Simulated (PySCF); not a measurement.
Isomers of C8H9P, from PBE0-D3(BJ)/def2-SVP geometry optimisation, gas phase (PySCF 2.14.0). One conformer each, no zero-point energy, no frequencies.

Question: Which is lower in electronic energy at this level?
A. `[CH2:1]=[CH:2][c:3]1[cH:4][cH:5][c:6]([CH3:7])[cH:8][p:9]1` with C1–C2–C3–C4 3°: A = 3053, B = 935.2, C = 719.2 MHz, dipole 2.00 D
B. `[cH:1]1[cH:2][cH:3][c:4]([CH:5]2[CH2:6][CH2:7]2)[p:8][cH:9]1` with C3–C4–C5–C6 -145°: A = 3123, B = 1034, C = 827.3 MHz, dipole 1.43 D

Answer: A. That is `C=Cc1ccc(C)cp1`, 4.0 kcal/mol below the other.

| SMILES | mapped SMILES | E (Eh) | relative (kcal/mol) | relative (kJ/mol) | dipole (D) |
| --- | --- | --- | --- | --- | --- |
| C=Cc1ccc(C)cp1 | [CH2:1]=[CH:2][c:3]1[cH:4][cH:5][c:6]([CH3:7])[cH:8][p:9]1 | -650.77933 | 0.0 | 0.0 | 2.00 |
| c1ccc(C2CC2)pc1 | [cH:1]1[cH:2][cH:3][c:4]([CH:5]2[CH2:6][CH2:7]2)[p:8][cH:9]1 | -650.77295 | 4.0 | 16.8 | 1.43 |

As drawn, the lower has a C=C bond outside aromatic rings, which the higher lacks; the higher has a three-membered ring, which the lower lacks.
